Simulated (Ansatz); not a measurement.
`B[SiH2]F` + `O=[C](O)[GeH3]` → `BO[C](=O)[GeH3]` + `F[SiH3]` at 400 K and 1 bar (cleavage of the B–Si bond).

Program: Ansatz. Geometries: PBE0-D4/def2-TZVP. ΔE: electronic, gas phase. CCSD(T)/CBS is the MP2 limit (def2-TZVPP, def2-QZVPP) plus CCSD(T) − MP2 in def2-TZVPP, frozen cores. This one scheme is used for every species. For Ge outer-core shells are correlated without core-valence functions, which leaves a few kJ/mol of doubt a bond. Scalar relativity is left out up to krypton. One conformer a species, not always the lowest.

| species | CCSD(T)/CBS energy (Eh) | H − E (kJ/mol) | S (J/(mol·K)) |
| --- | --- | --- | --- |
| `B[SiH2]F` | -416.08532 | 126.8 | 313.4 |
| `O=[C](O)[GeH3]` | -2266.90720 | 150.8 | 358.6 |
| `BO[C](=O)[GeH3]` | -2292.31995 | 186.4 | 392.1 |
| `F[SiH3]` | -390.72345 | 88.0 | 253.8 |

H − E and S are ideal-gas, rigid-rotor, harmonic terms from PBE0-D4/def2-TZVP, for one conformer and one mirror image of each species. 1 Eh = 2625.50 kJ/mol, R = 8.31446 J/(mol·K).

Q: By hand: ΔE, ΔH, ΔS and ΔG.

A: ΔE = (-2292.31995) + (-390.72345) − (-416.08532) − (-2266.90720) = -0.05088 Eh = -133.6 kJ/mol. Δ(H − E) = 186.4 + 88.0 − 126.8 − 150.8 = -3.2, so ΔH = -136.8 kJ/mol. ΔS = 392.1 + 253.8 − 313.4 − 358.6 = -26.1 J/(mol·K). ΔG = -136.8 − 400 × (-26.1)/1000 = -126.4 kJ/mol.

Q: By hand: the equilibrium constant, and the temperature at which ΔG would vanish if ΔH and ΔS stayed fixed.

A: log₁₀ K = −ΔG/(RT ln 10) = 16.5. ΔG = 0 at ΔH/ΔS = 5241 K, far beyond where these terms or the molecules hold.

ΔH outweighs TΔS. A doubt of 5 kJ/mol in ΔE shifts log₁₀ K by 0.7 here. Other conformers and mirror images would add mixing entropy, several J/(mol·K) or more a flexible species. Modes under 60 cm⁻¹, often nearly free rotors, make the harmonic entropy too high. These are equilibria of isolated gas molecules and say nothing of rates. Largest T1 diagnostic: 0.015 (customary marks: 0.02 for closed shells, 0.045 for open ones).
